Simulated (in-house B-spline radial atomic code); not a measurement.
**How G0W0 and RPA depend on the start: Kr XIV (Kr13+)**

Configuration [Ar] 3d5, highest spin. Computed with an all-electron radial atomic-structure program (B-spline basis): all electrons, non-relativistic, point nucleus, each spin shell either full or empty, empty states to l = 9 with an (l + 1/2)⁻⁴ tail; G0W0 by contour deformation at full frequency.

| start | mean-field 3d up (eV) | G0W0 (eV) | QP weight | RPA correlation (Eh) |
| --- | --- | --- | --- | --- |
| Hartree-Fock | -451.54 | ? | ? | ? |
| PBE | -425.98 | -449.58 | 0.981 | -1.6428 |
| LDA VWN5 | -426.07 | ? | ? | ? |
| wB97X | -433.76 | -449.59 | 0.984 | -1.6085 |
| r2SCAN0 | -434.31 | -449.81 | 0.984 | -1.5984 |

(1) What G0W0 level, weight and RPA correlation energy follow from the LDA VWN5 start?

(2) What G0W0 level, weight and RPA correlation energy follow from the Hartree-Fock start?

(3) How much of the dependence on the start does G0W0 remove?

## Answers

(1) G0W0 level -449.72 eV, weight 0.981, RPA correlation -1.6445 hartree.

(2) G0W0 level -450.26 eV, weight 0.987, RPA correlation -1.5321 hartree.

(3) The mean-field levels span 25.6 eV and the G0W0 levels 0.675 eV. Against 446 ± 3 eV (NIST, tabulated theory) the G0W0 removal energies are off by +3.58 to +4.26 eV, with relativity, Breit and QED terms left out.
